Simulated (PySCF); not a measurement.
Si(OEt)H3, C2H8OSi.
SMILES: `[H][Si]([H])([H])OCC`

Theory: PySCF 2.14.0, density-fitted response routines, TDDFT wB97X-D/def2-SVPD, vertical, gas phase, core orbitals frozen in the response. Isolated species at its PBE0-D3(BJ)/def2-SVP geometry (one conformer only).

Computed states:

```
state  E (eV)       f
   S1    7.19  0.0011
   S2    8.01   0.020
   S3    8.23   0.054
   S4    8.34  0.0009
   S5    8.76   0.026
   S6    8.91   0.024
   S7    8.95   0.012
   S8    8.96  0.0036
   S9    9.24   0.191
  S10    9.35   0.021
```

Broadening: Gaussians 0.5 eV wide at half height, area fixed by f = 4.319×10⁻⁹ ∫ε dν̃. The cross-section is σ = 3.8235×10⁻²¹ ε cm², given in Mb (10⁻¹⁸ cm²). The width is an assumption, not a result. The curve ends short of the highest state used, and states not computed would add to its high-energy end.

**Question.** Give the broadened spectrum and its maxima.

**Answer.** 
(λ (nm), σ (Mb)): (141.7, 14.81), (143.5, 10.61), (145.2, 9.12), (147.0, 10.08), (148.7, 12.23), (150.5, 13.95), (152.2, 13.85), (154.0, 11.88), (155.7, 9.04), (157.5, 5.98), (159.2, 3.62), (161.0, 1.91), (162.7, 0.96), (164.5, 0.45), (166.2, 0.26), (168.0, 0.21), (169.7, 0.21), (171.5, 0.23), (173.2, 0.22), (175.0, 0.20), (176.7, 0.16), (178.5, 0.11), (180.2, 0.08), (182.0, 0.05), (183.7, 0.03), (185.5, 0.01), (187.2, 0.01), (189.0, 0.00), (190.7, 0.00), (192.5, 0.00)

Maxima: 172 nm (7.20 eV), ε about 60, made up of S1 (99%); 151 nm (8.20 eV), ε about 3700, made up of S2 (19%) and S3 (78%) (ε in L mol⁻¹ cm⁻¹; maxima over ε = 5, shares over 10%). At its high-energy end, 8.75 eV, the curve is still rising (ε about 3900, from S5, S6, S7 and S9).

**Question.** Coming from long wavelengths, where does ε first pass 100 L mol⁻¹ cm⁻¹?

**Answer.** At about 165 nm (7.52 eV), 0.33 eV above S1.

**Question.** What would ε be at 8.20 eV, the highest of these maxima, with half the width (0.25 eV)?

**Answer.** About 6080 L mol⁻¹ cm⁻¹ against 3700, a factor of about 1.6; a lone state at its own centre would give exactly 2.
